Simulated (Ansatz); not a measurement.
AlI$_{3}$, charge -1, doublet, at a GFN2-xTB geometry (such geometries of metal compounds can be far from the true shape) (a state made from the parent by changing its charge; the spin is typed, not shown lowest) (core potentials on I) (a gas-phase anion, which may not be bound at this level); B3LYP/def2-SVP in Ansatz (an electronic-structure program).

Ansatz was given this input:
Ansatz 0.2 input:
```yaml
crystal:
  periodic: [false, false, false]
  atoms:
    - {symbol: Al, position_ang: [-0.00005548, -0.01804802, 0.00950175]}
    - {symbol: I, position_ang: [-2.21432464, -1.52782833, -0.06927200]}
    - {symbol: I, position_ang: [0.00722505, 2.35047760, -1.23745696]}
    - {symbol: I, position_ang: [2.20711320, -0.81822240, 1.30439834]}
basis:
  gaussian:
    orbitals: def2-SVP
hamiltonian:
  xc: b3lyp
total_charge: -1
magnetization: {spin_polarized: true, initial_magnetization: 1}
accuracy: high
```

Problem. What does Ansatz print? Leave out banner, timings and long lists.

Solution. 
```
Functional definition: B3LYP
2224 factors; integrals over basis functions are off by at most 2.0e-8 eV
mean field evaluation 1: about -30911.0401 eV, gradient 7.9e0 eV
mean field evaluation 2: about -30910.3637 eV, gradient 1.3e1 eV
mean field evaluation 4: about -30911.5671 eV, gradient 6.0e-1 eV
mean field evaluation 8: about -30911.6007 eV, gradient 9.0e-3 eV
mean field evaluation 16: about -30911.6007 eV, gradient 1.3e-6 eV
mean field -30911.60074912 eV, -1135.9803748946 hartree, gradient 8.4e-8 eV, S^2 0.752751; 1 other end points of the search recorded, 0 dependent functions left out
reference -30911.60078538 eV, -1135.9803762270 hartree; 45, 44 occupied and 51, 52 virtual orbitals, 2224 factors
Total energy: -30911.60078538 eV, -1135.9803762270 hartree
```
